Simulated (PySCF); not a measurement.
**One molecule, a ladder of functionals, a line**

Molecule: SMILES [SiH3]CO[SiH2]P, CH9OPSi2.

Bonds (- single, = double, # triple, : aromatic): Si1-C2 1.904 Å, C2-O3 1.413 Å, O3-Si4 1.667 Å, Si4-P5 2.250 Å. Si1 carries H6, H7, H8; C2 carries H9, H10; Si4 carries H11, H12; P5 carries H13, H14.

GIAO shieldings (ppm, equivalent atoms averaged) in PySCF on the PBE0-D3(BJ)/def2-SVP geometry, basis pcSseg-1, gas phase, non-relativistic:

| functional | exact exchange (%) | σ(Si4) | σ(Si1) | σ(C2) | σ(O3) |
| --- | --- | --- | --- | --- | --- |
| BLYP | 0 | 327.2 | 403.1 | 116.3 | 314.6 |
| BP86 | 0 | 333.8 | 411.6 | 121.5 | 320.8 |
| PBE | 0 | 334.6 | 413.4 | 122.0 | 320.2 |
| B3LYP | 20 | 341.1 | 412.8 | 122.9 | 328.5 |
| PBE0 | 25 | 352.2 | 424.9 | 129.6 | 336.2 |
| BHandHLYP | 50 | 362.8 | 427.9 | 131.1 | 344.6 |
| HF | 100 | 402.1 | 455.6 | 143.3 | 365.0 |

Task: Fit each shielding as a line in the percentage of exact exchange.

Result: σ(Si4) = 331.2 + 0.69 x (rms 3.3 ppm); σ(Si1) = 408.7 + 0.45 x (rms 4.2 ppm); σ(C2) = 120.2 + 0.23 x (rms 2.3 ppm); σ(O3) = 319.8 + 0.47 x (rms 2.8 ppm). The functionals also differ in their semilocal parts, which the line can't hold; Hartree–Fock has no correlation at all.

Task: What does the line predict for mPW1PW91 (25 %), and what does the run give?

Result: σ(Si4): 348.4 predicted, 351.0 computed; σ(Si1): 419.9 predicted, 422.3 computed; σ(C2): 126.0 predicted, 128.7 computed; σ(O3): 331.6 predicted, 335.9 computed ppm.
